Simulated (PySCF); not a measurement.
# Radial density of As³⁺ (arsenic, charge +3)

LC-wPBE, [Ar] 3d10 4s2, closed-shell 1S. Calculation: PySCF 2.14, in def2-QZVPPD (12s7p5d4f1g, 95 functions); the non-relativistic Hamiltonian (point nucleus).

```json
{"r (bohr)": "0.000752", "4πr²ρ (e/bohr)": "0.1672"}
{"r (bohr)": "0.00126", "4πr²ρ (e/bohr)": "0.4573"}
{"r (bohr)": "0.00213", "4πr²ρ (e/bohr)": "1.222"}
{"r (bohr)": "0.00358", "4πr²ρ (e/bohr)": "3.142"}
{"r (bohr)": "0.00602", "4πr²ρ (e/bohr)": "7.567"}
{"r (bohr)": "0.0101", "4πr²ρ (e/bohr)": "16.34"}
{"r (bohr)": "0.0170", "4πr²ρ (e/bohr)": "29.43"}
{"r (bohr)": "0.0286", "4πr²ρ (e/bohr)": "39.63"}
{"r (bohr)": "0.0482", "4πr²ρ (e/bohr)": "36.43"}
{"r (bohr)": "0.0810", "4πr²ρ (e/bohr)": "34.02"}
{"r (bohr)": "0.136", "4πr²ρ (e/bohr)": "46.94"}
{"r (bohr)": "0.229", "4πr²ρ (e/bohr)": "32.76"}
{"r (bohr)": "0.386", "4πr²ρ (e/bohr)": "27.14"}
{"r (bohr)": "0.649", "4πr²ρ (e/bohr)": "25.49"}
{"r (bohr)": "1.09", "4πr²ρ (e/bohr)": "6.405"}
{"r (bohr)": "1.84", "4πr²ρ (e/bohr)": "1.604"}
{"r (bohr)": "3.09", "4πr²ρ (e/bohr)": "0.1544"}
{"r (bohr)": "5.19", "4πr²ρ (e/bohr)": "0.0005572"}
```
